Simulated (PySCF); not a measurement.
Isomers of CH4OSi. Gas-phase values, no solvent. One relaxed conformer stands for each flexible species; it need not be the lowest. Strings in code marks are SMILES.

The S1–T1 gap (TDA) from two functionals at the same geometries (B3LYP-D3(BJ)/def2-TZVP), both in PySCF: PBE-D3(BJ)/def2-TZVP and B3LYP-D3(BJ)/def2-TZVP. B3LYP has the VWN-RPA correlation part, as in Gaussian. Excitations are Tamm–Dancoff values on a coarser integration grid. The basis has no diffuse functions, so Rydberg states are missing or too high.

| species | B3LYP-D3(BJ)/def2-TZVP (eV) |
|---|---|
| `[SiH2]1CO1` | 1.05 |
| `[SiH](O)=C` (C–Si–O–H torsion 0°) | 1.48 |
| `C[SiH]=O` | 0.35 |
| `OC=[SiH2]` (H–O–C–Si torsion 164°) | 2.40 |

Problem. What does PBE-D3(BJ)/def2-TZVP give for each?

Solution. 
- `[SiH2]1CO1`: 0.79
- `[SiH](O)=C` (C–Si–O–H torsion 0°): 1.31
- `C[SiH]=O`: 0.37
- `OC=[SiH2]` (H–O–C–Si torsion 164°): 2.18
Over these rows, drawn at random from the members with no instability flagged (it was tested for open shells, ions and some series alone), PBE minus B3LYP-D3(BJ): mean -0.16 eV, from -0.26 eV to +0.02 eV.
